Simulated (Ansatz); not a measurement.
Reactions of C3H7FSn (`F[CH]1C[CH2][SnH2]1`).

Calculated with Ansatz (gas phase, PBE0-D4/def2-TZVP geometries, no zero-point term in ΔE). CCSD(T)/CBS is the MP2 limit (def2-TZVPP, def2-QZVPP) plus CCSD(T) − MP2 in def2-TZVPP, frozen cores. This one scheme is used for every species, atoms too. Functionals use def2-TZVPP. Open shells (•) are unrestricted, without spin–orbit coupling. Spin–orbit coupling would lower the free atoms: a little for C, F; strongly for Sn. def2 core potentials past Kr. For Sn outer-core shells are correlated without core-valence functions, so the limit isn't a true one: a few kJ/mol of doubt a bond, and 10 to 20 or more in all where bonds break to atoms. Each species was taken in one conformer, which may not be the lowest.

```tsv
reaction	HF/CBS(def2) (kJ/mol)	ωB97M-V (kJ/mol)	ωB97X-V (kJ/mol)	MP2/CBS(def2) (kJ/mol)	CCSD(T)/CBS(def2) (kJ/mol)
`F[CH]1C[CH2][SnH2]1` → `C=C[CH2][SnH2][F]`	-176	-135	-131	-140	-140
`F[CH]1C[CH2][SnH2]1` → `C[CH](C)[Sn][F]`	-260	-244	-238	-263	-248
`F[CH]1C[CH2][SnH2]1` → `[F][SnH]1[CH2]C[CH2]1`	-154	-148	-148	-170	-159
`F[CH]1C[CH2][SnH2]1` → `[CH3][SnH2]/[CH]=C\F`	-62	-34	-28	-25	-31
`F[CH]1C[CH2][SnH2]1` → 3 C• + F• + 7 H• + Sn•	3047	4238	4252	4289	4248
`F[CH]1C[CH2][SnH2]1` → `FC1[CH2][SnH2][CH2]1`	-35	-35	-34	-38	-35
`F[CH]1C[CH2][SnH2]1` → `C=[CH][SnH]([CH3])[F]`	-195	-155	-150	-167	-166
`F[CH]1C[CH2][SnH2]1` → `C=[C](F)[SnH2][CH3]`	-46	-20	-15	-10	-18
```

Largest T1 diagnostic: 0.014, for `C[CH](C)[Sn][F]`.
